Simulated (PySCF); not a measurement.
Two species compared at the same levels of theory.

First species: C₆H₁₂O.
Z-matrix (Å and degrees, GFN2-xTB geometry), rows numbered from 1:
```
C 
C   1  1.4942
C   2  1.3277  1  128.52
C   3  1.5007  2  121.88  1  -179.85
C   3  1.5108  2  125.21  1    -1.60
O   5  1.4171  3  112.53  2  -113.29
C   6  1.4038  5  113.38  3    69.04
H   1  1.0898  2  109.85  3   128.18
H   1  1.0852  2  112.69  3     7.04
H   1  1.0904  2  109.68  3  -113.89
H   2  1.0843  1  113.58  3   178.81
H   4  1.0903  3  109.95  2  -112.30
H   4  1.0890  3  109.52  2   129.68
H   4  1.0869  3  111.57  2     8.51
H   5  1.0942  3  109.29  2   130.90
H   5  1.0979  3  111.77  2    10.73
H   7  1.0961  6  111.60  5   -59.97
H   7  1.0884  6  106.49  5  -179.51
H   7  1.0978  6  111.13  5    61.48
```

Second species: C4H5F2N2 (charge +1).
SMILES: `C[n+]1c[nH]c(F)c1F`

Levels: wB97X-D/def2-SVPD for HOMO energy, LUMO energy, HOMO–LUMO gap, static isotropic polarisability and electronic spatial extent ⟨r²⟩ about the centre of nuclear charge; TDDFT wB97X-D/def2-SVPD for lowest singlet excitation; TDA wB97X-D/def2-SVPD for lowest triplet excitation (Tamm–Dancoff); GFN2-xTB for rotational constant A and rotational constant C. Geometries: GFN2-xTB. Each species is one conformer at its optimised geometry, gas phase, non-relativistic unless stated. Electronic properties by PySCF.

The conformers computed, where there is a choice (atom-mapped SMILES and torsion angles):
- `[CH3:1]/[CH:2]=[C:3](/[CH3:4])[CH2:5][O:6][CH3:7]`: C2–C3–C5–O6 -113°, C3–C5–O6–C7 69°

Q: Which has the higher ⟨r²⟩?

A: The first: 915 bohr² against 840 bohr², a difference of 75 bohr².

Q: Which of the two has the higher static isotropic polarisability, and by how much?

A: The first: 78.6 au against 55.7 au, a difference of 22.9 au.

Q: Which of the two has the higher S1 energy, and by how much?

A: The first: 6.83 eV against 5.95 eV, a difference of 0.88 eV.

Q: Which has the higher rotational constant A?

A: The second: 3.483 GHz against 3.114 GHz, a difference of 0.369 GHz.

Q: Which has the higher HOMO energy?

A: The first: -8.85 eV against -14.27 eV, a difference of 5.42 eV.

Q: Which has the higher LUMO energy?

A: The first: 2.17 eV against -4.08 eV, a difference of 6.25 eV.

Q: Which has the higher T1 energy?

A: The first: 4.47 eV against 4.26 eV, a difference of 0.21 eV.

Q: Which has the higher rotational constant C?

A: The first: 1.484 GHz against 1.274 GHz, a difference of 0.210 GHz.

On the first: No computed singlet falls in the visible range (750 to 380 nm, 1.65 to 3.26 eV); S1 lies 3.57 eV above its blue end. The polarisability is 11.64 Å³ as a volume (1 au = 0.148185 Å³), or 1.40 au for each of the 56 electrons.

On the second: No computed singlet falls in the visible range (750 to 380 nm, 1.65 to 3.26 eV); S1 lies 2.69 eV above its blue end. The principal polarisabilities are 36.6, 61.2 and 69.3 au; their mean is the isotropic value.
